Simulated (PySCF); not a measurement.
## Correlation energy of Pr⁺ (praseodymium, charge +1)

[Xe] 4f3 6s1, one real determinant. All numbers are calculated (PySCF 2.14, scalar relativity by spin-free X2C-1e, in ANO-RCC-VTZP (8s7p5d3f2g1h, 104 functions)). Frozen: [Kr] 4d10; 12 electrons correlated.

```tsv
level	correlation energy (mhartree)
CCSD	-330.63
(T)	-14.89
CCSD(T)	-345.52
```

Diagnostics: T1 = 0.018, D1 = 0.0597, largest double amplitude 0.092.

The real determinant used has ⟨L²⟩ near 34 against 42 for a pure I term, so it mixes terms. Spin-orbit coupling, absent here, splits the open shell strongly.

Cost of the coupled-cluster step: of the order of 24 core-seconds, for 12 correlated electrons.

The reference is one real determinant that mixes LS terms of this configuration.
